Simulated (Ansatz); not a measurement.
Ansatz (an electronic-structure program) input for (3R,4R)-3,4-difluorocyclobutene (C4H4F2), SMILES [C@H]1(F)[C@@H](C=C1)F, PBE-D3(BJ)/def2-SVP. 

Ansatz 0.2 input:
```yaml
crystal:
  periodic: [false, false, false]
  atoms:
    - {symbol: F, position_ang: [-1.71434946, 0.26988604, -0.84456909]}
    - {symbol: C, position_ang: [-0.67703597, -0.38021369, -0.23194669]}
    - {symbol: C, position_ang: [-0.60401025, -0.27955391, 1.26976226]}
    - {symbol: C, position_ang: [0.60401024, 0.27955392, 1.26976226]}
    - {symbol: C, position_ang: [0.67703597, 0.38021369, -0.23194670]}
    - {symbol: F, position_ang: [1.71434947, -0.26988604, -0.84456907]}
    - {symbol: H, position_ang: [-0.62634927, -1.38783511, -0.65243643]}
    - {symbol: H, position_ang: [-1.30892895, -0.56321674, 2.02666477]}
    - {symbol: H, position_ang: [1.30892894, 0.56321674, 2.02666477]}
    - {symbol: H, position_ang: [0.62634927, 1.38783511, -0.65243643]}
basis:
  gaussian:
    orbitals: def2-SVP
hamiltonian:
  xc: pbe
  dispersion: d3bj
relax: {f_tol: 0.002, max_steps: 200}
```

Log of the run:

```
WARN ansatz: RAYON_NUM_THREADS=1 ignored (pool sized by the plan → 1); use --threads N
Functional definition: PBE
integrals: 0.05 GiB planned
1160 factors; their error is unknown
mean field: 0.28 GiB planned
mean field evaluation 1: about -9621.0777 eV, gradient 4.9e1 eV
mean field evaluation 2: about -9617.0242 eV, gradient 6.3e1 eV
mean field evaluation 4: about -9627.1583 eV, gradient 4.5e0 eV
mean field evaluation 8: about -9627.1875 eV, gradient 3.7e-2 eV
mean field evaluation 16: about -9627.0981 eV, gradient 8.6e-5 eV
mean field -9627.09806145 eV, -353.7893282770 hartree, gradient 4.7e-6 eV, S^2 0.000000; 0 other end points of the search recorded, 0 dependent functions left out
the calculation of the forces begins
reference -9627.09808652 eV, -353.7893291982 hartree; 23, 23 occupied and 81, 81 virtual orbitals, 1160 factors
relax step   1: F+E_penalty+E_count = -9627.28467776 eV  Δ(F+E_penalty+E_count) = +0.000e0 eV  max|allowed force component| = 7.801e-1 eV/Å  Δτ_max = 0.0000 Å  (29 SCF iters, accepted)
these checks for a lower state are left out or cut short: starts, cluster_reference, orbital_swaps, neighbouring_geometries, increment
integrals: 0.05 GiB planned
1160 factors; their error is unknown
mean field: 0.28 GiB planned
mean field -9627.17867214 eV, -353.7922906651 hartree, gradient 1.1e-5 eV, S^2 0.000000; 0 other end points of the search recorded, 0 dependent functions left out
the calculation of the forces begins
reference -9627.17869755 eV, -353.7922915988 hartree; 23, 23 occupied and 81, 81 virtual orbitals, 1160 factors
relax step   2: F+E_penalty+E_count = -9627.36492313 eV  Δ(F+E_penalty+E_count) = -8.025e-2 eV  max|allowed force component| = 1.995e-1 eV/Å  Δτ_max = 0.0450 Å  (30 SCF iters, accepted)
these checks for a lower state are left out or cut short: starts, cluster_reference, orbital_swaps, neighbouring_geometries, increment
integrals: 0.05 GiB planned
1160 factors; their error is unknown
mean field: 0.28 GiB planned
mean field evaluation 32: about -9627.1898 eV, gradient 3.6e-3 eV
mean field -9627.18977802 eV, -353.7926987987 hartree, gradient 1.1e-5 eV, S^2 0.000000; 0 other end points of the search recorded, 0 dependent functions left out
the calculation of the forces begins
reference -9627.18980359 eV, -353.7926997384 hartree; 23, 23 occupied and 81, 81 virtual orbitals, 1160 factors
relax step   3: F+E_penalty+E_count = -9627.37583331 eV  Δ(F+E_penalty+E_count) = -1.091e-2 eV  max|allowed force component| = 8.269e-2 eV/Å  Δτ_max = 0.0411 Å  (31 SCF iters, accepted)
these checks for a lower state are left out or cut short: starts, cluster_reference, orbital_swaps, neighbouring_geometries, increment
integrals: 0.05 GiB planned
1160 factors; their error is unknown
mean field: 0.28 GiB planned
mean field -9627.19157096 eV, -353.7927646879 hartree, gradient 1.1e-5 eV, S^2 0.000000; 0 other end points of the search recorded, 0 dependent functions left out
the calculation of the forces begins
reference -9627.19159649 eV, -353.7927656263 hartree; 23, 23 occupied and 81, 81 virtual orbitals, 1160 factors
relax step   4: F+E_penalty+E_count = -9627.37752406 eV  Δ(F+E_penalty+E_count) = -1.691e-3 eV  max|allowed force component| = 1.075e-1 eV/Å  Δτ_max = 0.0366 Å  (31 SCF iters, accepted)
these checks for a lower state are left out or cut short: starts, cluster_reference, orbital_swaps, neighbouring_geometries, increment
integrals: 0.05 GiB planned
1160 factors; their error is unknown
mean field: 0.28 GiB planned
mean field -9627.19231972 eV, -353.7927922043 hartree, gradient 1.1e-5 eV, S^2 0.000000; 0 other end points of the search recorded, 0 dependent functions left out
the calculation of the forces begins
reference -9627.19234527 eV, -353.7927931433 hartree; 23, 23 occupied and 81, 81 virtual orbitals, 1160 factors
relax step   5: F+E_penalty+E_count = -9627.37835549 eV  Δ(F+E_penalty+E_count) = -8.314e-4 eV  max|allowed force component| = 4.853e-2 eV/Å  Δτ_max = 0.0097 Å  (32 SCF iters, accepted)
these checks for a lower state are left out or cut short: starts, cluster_reference, orbital_swaps, neighbouring_geometries, increment
integrals: 0.05 GiB planned
1160 factors; their error is unknown
mean field: 0.28 GiB planned
mean field -9627.19244220 eV, -353.7927967053 hartree, gradient 1.1e-5 eV, S^2 0.000000; 0 other end points of the search recorded, 0 dependent functions left out
the calculation of the forces begins
reference -9627.19246777 eV, -353.7927976451 hartree; 23, 23 occupied and 81, 81 virtual orbitals, 1160 factors
relax step   6: F+E_penalty+E_count = -9627.37849636 eV  Δ(F+E_penalty+E_count) = -1.409e-4 eV  max|allowed force component| = 2.761e-2 eV/Å  Δτ_max = 0.0052 Å  (32 SCF iters, accepted)
these checks for a lower state are left out or cut short: starts, cluster_reference, orbital_swaps, neighbouring_geometries, increment
integrals: 0.05 GiB planned
1160 factors; their error is unknown
mean field: 0.28 GiB planned
mean field evaluation 64: about -9627.1925 eV, gradient 3.6e-3 eV
mean field -9627.19250349 eV, -353.7927989578 hartree, gradient 1.1e-5 eV, S^2 0.000000; 0 other end points of the search recorded, 0 dependent functions left out
the calculation of the forces begins
reference -9627.19252905 eV, -353.7927998971 hartree; 23, 23 occupied and 81, 81 virtual orbitals, 1160 factors
relax step   7: F+E_penalty+E_count = -9627.37854983 eV  Δ(F+E_penalty+E_count) = -5.348e-5 eV  max|allowed force component| = 3.167e-3 eV/Å  Δτ_max = 0.0014 Å  (33 SCF iters, accepted)
these checks for a lower state are left out or cut short: starts, cluster_reference, orbital_swaps, neighbouring_geometries, increment
integrals: 0.05 GiB planned
1160 factors; their error is unknown
mean field: 0.28 GiB planned
mean field -9627.19250522 eV, -353.7927990213 hartree, gradient 1.1e-5 eV, S^2 0.000000; 0 other end points of the search recorded, 0 dependent functions left out
the calculation of the forces begins
reference -9627.19253078 eV, -353.7927999606 hartree; 23, 23 occupied and 81, 81 virtual orbitals, 1160 factors
relax step   8: F+E_penalty+E_count = -9627.37855112 eV  Δ(F+E_penalty+E_count) = -1.287e-6 eV  max|allowed force component| = 4.879e-3 eV/Å  Δτ_max = 0.0006 Å  (32 SCF iters, accepted)
these checks for a lower state are left out or cut short: starts, cluster_reference, orbital_swaps, neighbouring_geometries, increment
integrals: 0.05 GiB planned
1160 factors; their error is unknown
mean field: 0.28 GiB planned
mean field -9627.19250622 eV, -353.7927990580 hartree, gradient 1.1e-5 eV, S^2 0.000000; 0 other end points of the search recorded, 0 dependent functions left out
the calculation of the forces begins
reference -9627.19253178 eV, -353.7927999973 hartree; 23, 23 occupied and 81, 81 virtual orbitals, 1160 factors
relax step   9: F+E_penalty+E_count = -9627.37855161 eV  Δ(F+E_penalty+E_count) = -4.905e-7 eV  max|allowed force component| = 7.645e-4 eV/Å  Δτ_max = 0.0001 Å  (33 SCF iters, accepted)
integrals: 0.05 GiB planned
1160 factors; their error is unknown
mean field: 0.28 GiB planned
mean field evaluation 96: about -9627.2826 eV, gradient 2.7e-1 eV
mean field -9627.19250622 eV, -353.7927990580 hartree, gradient 1.1e-5 eV, S^2 0.000000; 1 other end points of the search recorded, 0 dependent functions left out
the calculation of the forces begins
reference -9627.19253178 eV, -353.7927999973 hartree; 23, 23 occupied and 81, 81 virtual orbitals, 1160 factors
Total energy: -9627.37857717 eV, -353.7996370394 hartree
Atom 0 at    -1.738920     0.219943    -0.897671 Å, force    -0.000106     0.000045    -0.000208 eV/Å
Atom 1 at    -0.685244    -0.379646    -0.237811 Å, force     0.000405     0.000024     0.000352 eV/Å
Atom 2 at    -0.632375    -0.241757     1.267141 Å, force     0.000765     0.000432    -0.000181 eV/Å
Atom 3 at     0.632375     0.241757     1.267141 Å, force    -0.000765    -0.000432    -0.000181 eV/Å
Atom 4 at     0.685244     0.379646    -0.237811 Å, force    -0.000405    -0.000024     0.000352 eV/Å
Atom 5 at     1.738920    -0.219943    -0.897671 Å, force     0.000106    -0.000045    -0.000208 eV/Å
Atom 6 at    -0.567712    -1.419513    -0.616214 Å, force    -0.000027    -0.000032    -0.000171 eV/Å
Atom 7 at    -1.369454    -0.468512     2.052031 Å, force     0.000194     0.000046     0.000208 eV/Å
Atom 8 at     1.369454     0.468512     2.052031 Å, force    -0.000194    -0.000046     0.000208 eV/Å
Atom 9 at     0.567712     1.419513    -0.616214 Å, force     0.000027     0.000032    -0.000171 eV/Å
Dipole moment:    -0.000000    -0.000000     0.353499 e Å
```

The run converged.

Cost: about 24 core-seconds (a rough figure).
